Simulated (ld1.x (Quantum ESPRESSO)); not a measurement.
# nickel: one change to an ultrasoft potential, before and after

ld1.x (Quantum ESPRESSO) 7.5 input, shortened:

```
&input
   title='Ni', zed=28., rel=1, dft='PZ', iswitch=3,
   config='[Ar] 3d8 4s1.5 4p0 4f-2'
 /
 &inputp
   pseudotype=3, tm=.true., lloc=-1, rcloc=1.80,
   nlcc=.false.,
   which_augfun='PSQ', rmatch_augfun=1.05
 /
8
4S  1  0   1.50   0.00  1.75  1.90  0.0
4S  1  0   0.00  -0.15  1.75  1.90  0.0
3P  2  1   6.00   0.00  1.15  1.25  0.0
4P  3  1   0.00   0.00  1.15  1.25  0.0
3D  3  2   8.00   0.00  1.20  1.30  0.0
3D  3  2   0.00   2.70  1.20  1.30  0.0
4F  4  3  -2.00   0.20  1.30  1.65  0.0
4F  4  3  -2.00   1.95  1.30  1.65  0.0
 &test
   configts(1)='3p6 3d8 4s1.5 4p0'
 /
```

All-electron outer shells of the reference configuration (LDA (PZ), scalar-relativistic, ld1.x):

```
shell  level (eV)  outermost node (bohr)  outermost maximum (bohr)
   3s     -114.89                   0.30                      0.64
   3p      -75.65                   0.27                      0.65
   3d      -13.50                      –                      0.63
   4s       -9.56                   0.92                      2.15
   4p       -4.40                   1.00                      2.84
```

Change: waves 3d (bound): rcut 1.20, rcutus 1.96 bohr; 3d channel at 2.7 Ry: rcut 1.20, rcutus 1.96 bohr.

Cutoffs: the cutoffs (Ry, on a coarse ladder) from which the occupation-weighted sum of valence levels, in a spherical-Bessel basis at the reference potential, stays within 10 and 1 mRy of its value at 400 Ry; they do not see the model core or the augmentation charge, which bear on the density cutoff. Errors are all-electron minus pseudo energies relative to the spin-unpolarised reference configuration.

Question: How do hardness, ghosts and transferability respond?

Answer: The potential gets softer (80 Ry and 140 Ry → 55 Ry and 100 Ry); of the 9 tests that both files solve, the error grows in 6 and shrinks in 1 by more than 15 % and 0.3 meV (median size 2.0 → 3.9 meV); neither file shows a bound ghost. A larger radius leaves more room for a smooth pseudo-wave, so fewer plane waves are needed.

```tsv
quantity	base	changed
cutoff, loose	80 Ry	55 Ry
cutoff, tight	140 Ry	100 Ry
loose cutoff by channel (10 mRy a level)	s 8 Ry, p 45 Ry, d 50 Ry	s 8 Ry, p 45 Ry, d 21 Ry
bound ghosts	none	none
error for 3p6 3d8 4s2 4p0, meV [ΔE -3.84 eV]	+0.7	+0.1
error for 3p6 3d8 4s1 4p0, meV [ΔE 5.76 eV]	-0.1	-1.2
error for 3p6 3d8 4s0 4p0, meV [ΔE 23.42 eV]	+4.1	-10
error for 3p6 3d9 4s1 4p0, meV [ΔE -5.47 eV]	-2.0	-2.5
error for 3p6 3d8 4s0 4p2, meV [ΔE 5.83 eV]	-2.7	-4.6
error for 3p6 3d8.5 4s1.5 4p0, meV [ΔE -5.04 eV]	0.0	-0.4
error for 3p6 3d8 4s0 4p1, meV [ΔE 11.53 eV]	-0.3	-3.9
error for 3p6 3d8 4s1.5 4p0 (spin-polarised), meV [ΔE -1.06 eV]	+242	+236
error for 3p6 3d8 4s2 4p0 (spin-polarised), meV [ΔE -4.76 eV]	+236	+229
lowest overlap eigenvalue by channel	s 0.49, p 0.14, d 0.27, f 0.98	s 0.49, p 0.14, d 0.90, f 0.98
```
